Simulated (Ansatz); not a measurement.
Geometry optimisation, Ansatz, RKS PBE0/6-31G.

input.yaml

```yaml
crystal:
  periodic: [false, false, false]
  atoms:
    - { symbol: C, position_ang: [-0.4211, -1.203, 1.2962] }
    - { symbol: Si, position_ang: [0.5852, -0.6608, -0.1588] }
    - { symbol: C, position_ang: [0.15, 1.0477, -0.7584] }
    - { symbol: O, position_ang: [0.24216, 2.1031, 0.02066] }
    - { symbol: F, position_ang: [-1.157, 1.04708, -1.20407] }
    - { symbol: F, position_ang: [0.901, 1.33807, -1.88451] }
    - { symbol: H, position_ang: [-0.1903, -2.1653, 1.6267] }
    - { symbol: H, position_ang: [-1.4914, -1.1316, 1.0078] }
    - { symbol: H, position_ang: [-0.3263, -0.4583, 2.1701] }
    - { symbol: H, position_ang: [2.0197, -0.7741, 0.2837] }
    - { symbol: H, position_ang: [0.396, -1.6745, -1.2149] }
    - { symbol: H, position_ang: [-0.05955, 2.85051, -0.49947] }
basis:
  gaussian: { orbitals: "6-31G" }
hamiltonian:
  xc: pbe0
relax:
  f_tol: 0.015
  max_steps: 40
output:
  orbitals: {}
```

Command:

```bash
$ ansatz run input.yaml --threads 1 --pin off --max-ram 2048MiB --backend cpu --events-out ev --progress --plain --runs-dir out
```

Task: Where does it end, and by what steps?

Result: The forces met the threshold. Limits of this set-up: no polarisation functions. After 7 steps the energy has fallen by 0.655 eV; H12 moved furthest, 0.29 Å.

```
step  energy less start (eV)  largest force component (eV/Å)  accepted
   0                  0.0000                           3.324       yes
   1                 -0.5679                           0.851       yes
   2                 -0.6440                           0.263       yes
   3                 -0.6516                           0.185       yes
   4                 -0.6544                           0.048       yes
   5                 -0.6546                           0.061       yes
   6                 -0.6547                           0.022       yes
   7                 -0.6547                           0.005       yes
```

```xyz
12
Properties=species:S:1:pos:R:3
C -0.477 -1.133 1.333
Si 0.627 -0.738 -0.158
C 0.127 1.000 -0.854
O 0.254 1.968 0.113
F -1.206 0.987 -1.343
F 0.899 1.349 -1.989
H -0.220 -2.108 1.758
H -1.528 -1.151 1.031
H -0.351 -0.369 2.105
H 2.082 -0.648 0.196
H 0.434 -1.697 -1.294
H 0.007 2.858 -0.213
```

Run time: 38 s on 1 thread of Arm Neoverse V2, on a shared host, peak memory 0.17 GiB.
